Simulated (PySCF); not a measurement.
**Bond length, frequency and bond energy of RbI by level of theory**

State: ¹Σ⁺ (singlet), closed shell. Set-up: Rb def2-TZVPP with ECP28, I def2-TZVPP with ECP28; scalar-relativistic core potentials (PySCF 2.14). De refers to Rb + I in their high-spin ground configurations, without counterpoise correction. A positive dipole means Rb(−)I(+).

| Level | Re (Å) | ωe (cm⁻¹) | De (eV) | μ (D) |
| --- | --- | --- | --- | --- |
| RHF | 3.319 | 127 | 2.62 | -12.85 |
| RHF-MP2 | 3.235 | 135 | 3.46 | n/a |
| RHF-SCS-MP2 | 3.251 | 133 | 3.38 | n/a |
| RHF-CCSD | 3.252 | 134 | 3.25 | n/a |
| RHF-CCSD(T) | 3.249 | 134 | 3.30 | n/a |
| LDA | 3.171 | 140 | 3.65 | -11.01 |
| PBE | 3.240 | 131 | 3.33 | -11.33 |
| r²SCAN | 3.249 | 133 | 3.48 | -12.00 |
| TPSSh | 3.243 | 132 | 3.51 | -11.75 |
| B3LYP | 3.261 | 130 | 3.26 | -11.77 |
| PBE0 | 3.230 | 134 | 3.38 | -11.75 |
| M06-2X | 3.227 | 139 | 3.34 | -11.94 |
| LC-ωPBE | 3.227 | 136 | 3.47 | -12.17 |

What are the measured Re and ωe, and which levels come closest?

Re = 3.176879 Å and ωe = 138.51 cm⁻¹ (Huber and Herzberg, Constants of Diatomic Molecules (1979)). Closest are LDA for the length (off by -0.006 Å) and M06-2X for the frequency (off by 0.0 %).

```
      Level  error in Re (pm)  error in ωe (%)
        RHF              14.2             -8.3
    RHF-MP2               5.8             -2.3
RHF-SCS-MP2               7.5             -3.7
   RHF-CCSD               7.5             -3.5
RHF-CCSD(T)               7.2             -3.3
        LDA              -0.6              1.3
        PBE               6.3             -5.5
     r²SCAN               7.2             -4.3
      TPSSh               6.6             -4.6
      B3LYP               8.4             -6.2
       PBE0               5.3             -3.4
     M06-2X               5.0              0.0
    LC-ωPBE               5.0             -2.1
```

Correlated steps freeze 4 core orbitals. Spin–orbit coupling is left out, which matters for elements this heavy, above all for dissociation energies. Where the molecule has an RHF reference, its open-shell atoms are computed with UHF.
